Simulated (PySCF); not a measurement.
# Co³⁺ (cobalt, charge +3) across methods

[Ar] 3d6, high-spin 5D determinant. Calculation: PySCF 2.14, in x2c-TZVPPall with one added diffuse shell each of s, p, d, f type (7s6p5d3f1g, 80 functions); the spin-free X2C one-electron Hamiltonian (Gaussian nucleus).

| method | E (hartree) | mean ε 3p β (eV) | mean ε 3d α (eV) | mean ε 3d β (eV) | Σ⟨r²⟩ (bohr²) | ⟨S²⟩ |
| --- | --- | --- | --- | --- | --- | --- |
| M06-2X | -1391.095 | -108.01 | -53.068 | -47.947 | 12.97 | 6.003 |
| wB97X | -1391.109 | -106.52 | -52.033 | -47.739 | 12.97 | 6.001 |
| PBE | -1390.797 | -100.62 | -46.891 | -42.797 | 13.12 | 6.001 |
| UHF | -1389.89904 | -113.79 | -58.276 | -52.077 | 12.87 | 6.003 |
| r2SCANh | -1391.031 | -102.98 | -48.605 | -43.946 | 12.99 | 6.001 |
| r2SCAN | -1391.035 | -101.63 | -47.431 | -42.901 | 13.01 | 6.001 |
| TPSS | -1391.087 | -100.95 | -46.792 | -43.026 | 13.09 | 6.001 |
| PBE0 | -1390.844 | -104.31 | -49.955 | -45.411 | 13.02 | 6.001 |

Estimate the same row for LDA.

E (hartree) = -1388.342; mean ε 3p β (eV) = -100.75; mean ε 3d α (eV) = -47.130; mean ε 3d β (eV) = -42.716; Σ⟨r²⟩ (bohr²) = 13.13; ⟨S²⟩ = 6.001.
